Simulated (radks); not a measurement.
Results of a calculation; reference values are marked as such.
Question: The table gives one normalised radial function P(r) = r R(r) (large component) of Hg2+ in [Xe] 4f14 5d10 (r in bohr). Code: a radial shooting solver on a logarithmic mesh with Libxc functionals. Model: Dirac Kohn-Sham, exchange-only LDA, spin-unpolarised, spherical densities, finite nucleus; Fermi nuclear charge, rms radius 5.4648 fm.

r           P
0.001278   0.0024
0.001968   0.0053
0.003007   0.0115
0.004632   0.0246
0.007078   0.0500
0.0109     0.0974
0.01666    0.1711
0.02546    0.2591
0.03921    0.2975
0.05992    0.1596
0.0923    -0.2013
0.141     -0.4177
0.2172     0.0418
0.332      0.6129
0.5113     0.0329
0.7814    -0.9948
1.204     -0.9746
1.839     -0.3634
2.833     -0.0498
4.329     -0.0019

Which n and l does it have? It may be an empty orbital.

Answer: n = 5, l = 1: the number of nodes gives n - l - 1 = 3, the rise at small r points to l (this Dirac orbital starts outside the nucleus as r^gamma with gamma = sqrt((l + 1)^2 - (Z/c)^2) = 1.91; the j = 3/2 orbital of l + 1 starts with the same power, but with a smaller coefficient, and then steepens), and the extent must fit the shell. The curve is that of 5p3/2; the two j differ most near the nucleus, where j = l - 1/2 has the larger amplitude, and in heavy atoms j = l - 1/2 is also the more compact. 5p3/2: eigenvalue -79.481 eV, 3 radial nodes at r = 0.0741, 0.212, 0.518 bohr, <r> = 1.07 bohr, 90 % of the charge inside 1.55 bohr.
